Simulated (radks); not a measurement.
Species: Hf+. Configuration: [Xe] 4f14 6s2 6p1 (not the ground configuration). Calculated with a radial shooting solver on a logarithmic mesh with Libxc functionals: scalar-relativistic Kohn-Sham, LDA (Slater exchange, Perdew-Wang correlation), spin-polarised, spherical densities, finite nucleus; open shells are filled with parallel spins first (spin-orbit coupling, left out, can overturn this in heavy ions); Fermi nuclear charge, rms radius 5.347 fm.

X-ray form factor f0, the Fourier transform of the density (f0(0) = 71):

| sin(theta)/lambda (1/angstrom) | f0 (electrons) |
|---|---|
| 0.05 | 69.870 |
| 0.1 | 67.128 |
| 0.15 | 63.853 |
| 0.2 | 60.555 |
| 0.25 | 57.288 |
| 0.3 | 54.035 |
| 0.4 | 47.759 |
| 0.5 | 42.173 |
| 0.6 | 37.418 |
| 0.8 | 29.941 |
| 1 | 24.478 |
| 1.25 | 19.852 |
| 1.5 | 16.963 |
| 2 | 13.412 |
